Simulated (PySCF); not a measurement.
C4H7FO2, SMILES O[C@@H]1C[C@@H](O)C1F.

Coordinates come from a B3LYP-D3(BJ)/def2-SVP optimisation. The structure was generated by enumeration; whether it is a known compound was not checked. The values are those of a single conformer.

Two levels are set side by side: TDA-PBE/def2-SVPD (PySCF) and TDA-B3LYP/def2-SVPD (PySCF). Vertical, same geometry. The lowest singlet is HOMO→LUMO 97 % with PBE and HOMO→LUMO 90 % with the other functional; states are paired by order. Differences are taken from unrounded values.

```json
[
 {"quantity": "lowest singlet excitation (eV)", "TDA-B3LYP": "6.66", "TDA-PBE": "5.91", "TDA-PBE minus TDA-B3LYP": "-0.76"},
 {"quantity": "lowest triplet excitation (TDA) (eV)", "TDA-B3LYP": "6.43", "TDA-PBE": "5.75", "TDA-PBE minus TDA-B3LYP": "-0.69"}
]
```

Functionals without exact exchange tend to place singlet excitations lower, as here. Differences between two approximate levels are no errors against the true value.

Rough cost on one machine, each run with all the roots and properties that it gave: TDA-B3LYP against TDA-PBE about 2 times.
